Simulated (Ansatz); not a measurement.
CaH, multiplicity 2 (the spin of the measured ground state), most abundant isotopes (1.0078 and 39.9626 u). Constants from fifth-degree fits in 1/R to seven points on the lowest solution found; no spin–orbit coupling, no relativity up to Kr; ω_e x_e and α_e move by some per cent with the fit.

Correlated levels freeze the inner cores; with def2 sets outer-core shells near the valence are correlated too.

Run with Ansatz (a quantum-chemistry and plane-wave program). Values without a source in brackets are computed.

```csv
level,r_e (Å),ω_e (cm⁻¹),ω_e x_e (cm⁻¹),α_e (cm⁻¹)
PBE/def2-TZVPP,1.9863,1285.6,20.5,0.102
CCSD(T)/def2-QZVPP,2.0056,1298.9,18.9,0.0901
```

Question: Predict ω_e, ω_e x_e, B_e and the fall in zero-point energy on putting deuterium (2.014102 u) for H, at CCSD(T)/def2-QZVPP.

Answer: 
The curve stays; ρ = √(μ_H/μ_D) = √(0.98303/1.91746) = 0.71601. ω_e scales with ρ: 930 cm⁻¹; ω_e x_e and B_e with ρ²: 9.70 and 2.186 cm⁻¹. The zero-point energy falls by 182 cm⁻¹, by which D₀ of the deuteride is larger.
